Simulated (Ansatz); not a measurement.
Relaxation of BrF₃H₂OSi (8 atoms, charge 0, multiplicity 1), to a largest force component of 0.03 eV/Å in at most 50 steps.

Computed with Ansatz 0.2.0, RKS B3LYP-D4/def2-SVP.

```xyz
8
Properties=species:S:1:pos:R:3
Si -0.463 -0.694 -0.821
Br 1.552 -1.469 -0.110
F -0.839 -1.504 -2.148
F -0.368 0.849 -1.234
F -1.623 -0.949 0.237
H 1.148 0.751 1.567
O 0.253 1.121 1.542
H 0.341 1.894 0.966
```

Where does it end, and by what steps?

It converged. The force dipped under the threshold on the way, but the program's further checks kept it going. After 28 steps the energy has fallen by 0.099 eV; H6 moved furthest, 0.53 Å.

```
step  energy less start (eV)  largest force component (eV/Å)  accepted
   0                  0.0000                           1.027       yes
   1                 -0.0148                           1.917       yes
   2                 -0.0673                           0.570       yes
   3                 -0.0765                           0.729       yes
   4                 -0.0836                           0.250       yes
   5                 -0.0874                           0.228       yes
   6                 -0.0903                           0.096       yes
   7                 -0.0934                           0.079       yes
   8                 -0.0944                           0.057       yes
   9                 -0.0952                           0.058       yes
  10                 -0.0953                           0.052       yes
  11                 -0.0956                           0.100       yes
  12                 -0.0962                           0.028       yes
  13                 -0.0924                           0.426        no
  14                 -0.0964                           0.019       yes
  15                 -0.0965                           0.092       yes
  16                 -0.0967                           0.085       yes
  17                 -0.0970                           0.053       yes
  18                 -0.0972                           0.050       yes
  19                 -0.0973                           0.096       yes
  20                 -0.0975                           0.064       yes
  21                 -0.0978                           0.042       yes
  22                 -0.0980                           0.030       yes
  23                 -0.0980                           0.112       yes
  24                 -0.0983                           0.042       yes
  25                 -0.0983                           0.031       yes
  26                 -0.0985                           0.009       yes
  27                 -0.0985                           0.061       yes
  28                 -0.0986                           0.027       yes
```

```xyz
8
Properties=species:S:1:pos:R:3
Si -0.388 -0.573 -0.708
Br 1.637 -1.338 -0.272
F -0.864 -1.471 -1.957
F -0.429 0.914 -1.314
F -1.483 -0.899 0.412
H 0.721 0.630 1.865
O 0.157 0.993 1.167
H 0.649 1.745 0.807
```

Whether the end is a true minimum wasn't checked by a vibrational analysis.

The run took 50 s on 2 threads of INTEL(R) XEON(R) PLATINUM 8581C CPU @ 2.30GHz (Emerald Rapids), on a shared host, peak memory 0.32 GiB.
